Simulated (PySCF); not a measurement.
Electron correlation in N²⁺ (nitrogen, charge +2)

[He] 2s1 2p2, high-spin 4P determinant (an excited configuration). All numbers are calculated (PySCF 2.14, the non-relativistic Hamiltonian (point nucleus), in def2-TZVPPD). Frozen: nothing; 5 electrons correlated.

MP2 pair energies summed by pair of shells (mhartree):

```tsv
pair	energy	share (%)
1s-1s	-12.64	44.7
2p-2p	-7.01	24.8
2s-2p	-4.76	16.8
1s-2p	-2.41	8.5
1s-2s	-1.48	5.2
```

Total MP2 correlation energy: -28.31 mhartree.

Same-spin part -12.71 and opposite-spin part -15.60 mhartree; SCS-MP2 scales them by 1/3 and 6/5 to -22.96 mhartree.

This basis was not built for core-valence correlation, so the inner-shell part is incomplete.
